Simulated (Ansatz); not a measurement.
Calculation: r2SCAN-D4/def2-SVP (Ansatz, an electronic-structure program). No frequencies were computed at this level.

Ansatz 0.2 input:
```yaml
crystal:
  periodic: [false, false, false]
  atoms:
    - { symbol: Zn, position_ang: [0.0, 0.0, 0.0] }
    - { symbol: Br, position_ang: [-1.014567, -2.029206, -0.236322] }
    - { symbol: Br, position_ang: [1.014564, 2.029207, 0.236327] }
basis:
  gaussian: { orbitals: def2-svp }
hamiltonian:
  xc: r2scan
  dispersion: d4
relax:
  max_steps: 150
```

Output:

```
Functional definition: r2SCAN
1048 factors; their error is unknown
mean field evaluation 1: about -188488.8041 eV, gradient 3.6e1 eV
mean field evaluation 2: about -188484.0766 eV, gradient 6.2e1 eV
mean field evaluation 4: about -188491.0760 eV, gradient 1.3e0 eV
mean field evaluation 8: about -188490.9502 eV, gradient 7.6e-3 eV
mean field -188490.95017845 eV, -6926.9146553030 hartree, gradient 1.4e-5 eV, S^2 0.000000; 0 other end points of the search recorded, 0 dependent functions left out
reference -188490.95019074 eV, -6926.9146557549 hartree; 50, 50 occupied and 45, 45 virtual orbitals, 1048 factors
relax step   1: F+E_penalty+E_count = -188490.96599594 eV  Δ(F+E_penalty+E_count) = +0.000e0 eV  max|allowed force component| = 6.790e-1 eV/Å  Δτ_max = 0.0000 Å  (25 SCF iters, accepted)
these checks for a lower state are left out or cut short: starts, cluster_reference, orbital_swaps, neighbouring_geometries, increment
1048 factors; their error is unknown
mean field evaluation 16: about -188491.1293 eV, gradient 1.6e-2 eV
mean field -188490.99790767 eV, -6926.9164093197 hartree, gradient 2.4e-5 eV, S^2 0.000000; 0 other end points of the search recorded, 0 dependent functions left out
reference -188490.99792015 eV, -6926.9164097784 hartree; 50, 50 occupied and 45, 45 virtual orbitals, 1048 factors
relax step   2: F+E_penalty+E_count = -188491.01397143 eV  Δ(F+E_penalty+E_count) = -4.798e-2 eV  max|allowed force component| = 8.963e-2 eV/Å  Δτ_max = 0.0539 Å  (25 SCF iters, accepted)
these checks for a lower state are left out or cut short: starts, cluster_reference, orbital_swaps, neighbouring_geometries, increment
1048 factors; their error is unknown
mean field -188490.99859570 eV, -6926.9164346043 hartree, gradient 2.1e-5 eV, S^2 0.000000; 0 other end points of the search recorded, 0 dependent functions left out
reference -188490.99860821 eV, -6926.9164350639 hartree; 50, 50 occupied and 45, 45 virtual orbitals, 1048 factors
relax step   3: F+E_penalty+E_count = -188491.01469318 eV  Δ(F+E_penalty+E_count) = -7.218e-4 eV  max|allowed force component| = 5.598e-3 eV/Å  Δτ_max = 0.0076 Å  (26 SCF iters, accepted)
1048 factors; their error is unknown
mean field evaluation 32: about -188491.1264 eV, gradient 1.2e0 eV
mean field -188490.99859570 eV, -6926.9164346043 hartree, gradient 2.1e-5 eV, S^2 0.000000; 1 other end points of the search recorded, 0 dependent functions left out
reference -188490.99860821 eV, -6926.9164350639 hartree; 50, 50 occupied and 45, 45 virtual orbitals, 1048 factors
Total energy: -188491.01470569 eV, -6926.9170266354 hartree
Atom 0 at     0.000000    -0.000000    -0.000000 Å, force    -0.000000    -0.000000     0.000000 eV/Å
Atom 1 at    -0.987235    -1.974539    -0.229955 Å, force    -0.002799    -0.005598    -0.000652 eV/Å
Atom 2 at     0.987231     1.974540     0.229961 Å, force     0.002799     0.005598     0.000652 eV/Å
Dipole moment:     0.000000     0.000000     0.000000 e Å
```

Cost: around 15 core-seconds (rough).
